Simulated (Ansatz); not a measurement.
## Ansatz (development build ahead of 0.2.0) run

```yaml
crystal:
  periodic: [false, false, false]
  atoms:
    - { symbol: Co, position_ang: [0.0, 0.0, 0.0] }
    - { symbol: C, position_ang: [0.0, 0.0, 1.56] }
basis:
  gaussian: { orbitals: def2-SVP }
magnetization:
  initial_magnetization: 1
hamiltonian:
  xc: hf
scf:
  omitted_lower_state_checks: [starts, atomic_configurations, cluster_reference, orbital_swaps, given_window_search, neighbouring_geometries, increment]
```

The input is written out in the form of the current development build from the run's settings.

The run gave:

```json
{
  "Converged": "yes",
  "Total energy": "-1418.61636 hartree",
  "Spin squared of the determinant": "0.750",
  "Stability test": "minimum among restricted orbitals"
}
```

Caution: another spin multiplicity may lie lower; an unrestricted determinant lies well below; no wide search was run, a lower solution can exist.
